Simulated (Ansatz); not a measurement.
Harmonic frequencies (cm⁻¹) at PBE0-D4/def2-TZVP from Ansatz: 110, 276, 421, 474, 559, 579, 673, 705, 770, 823, 869, 918, 962, 968, 984, 1100, 1162, 1195, 1242, 1270, 1305, 1378, 1441, 1463, 1503, 2214, 2224, 2983, 2995, 3080, 3109, 3125, 3138.

(1) Which molecule is it?
A. `C=CCO[SiH3]`
B. `CC(C)[Si]O`
C. `C1C[SiH2]CO1`
D. `C=C[SiH](C)O`

## Answers

(1) C.
